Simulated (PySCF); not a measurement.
Isomers of C7H7F3, mass 148.050 u with the commonest isotopes. Level of theory: PBE0/pcSseg-1 in PySCF (dipole) on a GFN2-xTB geometry, gas phase. One conformer each, none proved a minimum here; rigid rotors.

Question: Order these by rotational constant A, smallest first.
A. `[CH:1]#[C:2][CH2:3][C@H:4]([CH3:5])[C:6]([F:7])=[C:8]([F:9])[F:10]` with C2–C3–C4–C5 -177°, C3–C4–C6–F7 64°
B. `CC1=CC/1=C(/C)C(F)(F)F`
C. `[CH2:1]=[C:2]1[CH2:3][CH2:4][C@H:5]1[C:6]([F:7])=[C:8]([F:9])[F:10]` with C4–C5–C6–F7 46°
D. `[F:1][CH:2]([F:3])[C@@:4]12[CH:5]=[CH:6][CH2:7][C@:8]1([F:9])[CH2:10]2` with F1–C2–C4–C5 73°
E. `[CH2:1]=[CH:2][C:3](=[CH2:4])[C:5](=[CH2:6])[C:7]([F:8])([F:9])[F:10]` with C1–C2–C3–C4 162°, C2–C3–C5–C6 -45°

Answer: A (1476 MHz), D (2061 MHz), E (2153 MHz), C (2361 MHz), B (2556 MHz).

Question: Order these by rotational constant B, smallest first.
A. `[CH2:1]=[CH:2][C:3](=[CH2:4])[C:5](=[CH2:6])[C:7]([F:8])([F:9])[F:10]` with C1–C2–C3–C4 162°, C2–C3–C5–C6 -45°
B. `[CH:1]#[C:2][CH2:3][C@H:4]([CH3:5])[C:6]([F:7])=[C:8]([F:9])[F:10]` with C2–C3–C4–C5 -177°, C3–C4–C6–F7 64°
C. `[F:1][CH:2]([F:3])[C@@:4]12[CH:5]=[CH:6][CH2:7][C@:8]1([F:9])[CH2:10]2` with F1–C2–C4–C5 73°
D. `[CH2:1]=[C:2]1[CH2:3][CH2:4][C@H:5]1[C:6]([F:7])=[C:8]([F:9])[F:10]` with C4–C5–C6–F7 46°

Answer: D (807.6 MHz), A (1009 MHz), B (1083 MHz), C (1121 MHz).

Question: Order these by dipole moment, smallest first.
A. `[CH:1]#[C:2][CH2:3][C@H:4]([CH3:5])[C:6]([F:7])=[C:8]([F:9])[F:10]` with C2–C3–C4–C5 -177°, C3–C4–C6–F7 64°
B. `[CH2:1]=[CH:2][C:3](=[CH2:4])[C:5](=[CH2:6])[C:7]([F:8])([F:9])[F:10]` with C1–C2–C3–C4 162°, C2–C3–C5–C6 -45°
C. `CC1=CC/1=C(/C)C(F)(F)F`

Answer: A (2.10 D), B (2.48 D), C (5.25 D).

```
                    SMILES  point group  Ia (u·Å²)  Ib (u·Å²)  Ic (u·Å²)      κ  μa (D)  μb (D)  μc (D)
    C#CC[C@H](C)C(F)=C(F)F           C1     342.45     466.74     607.82  -0.22    1.54    0.89    1.11
    C=C1CC[C@H]1C(F)=C(F)F           C1     214.08     625.74     644.75  -0.97    1.80    0.42    0.96
    CC1=CC/1=C(/C)C(F)(F)F           Cs     197.71     628.07     731.94  -0.88    5.24    0.26    0.00
     C=CC(=C)C(=C)C(F)(F)F           C1     234.71     500.70     584.17  -0.78    2.23    0.62    0.89
FC(F)[C@@]12C=CC[C@]1(F)C2           C1     245.19     450.90     518.02  -0.73    2.23    0.48    1.19
```
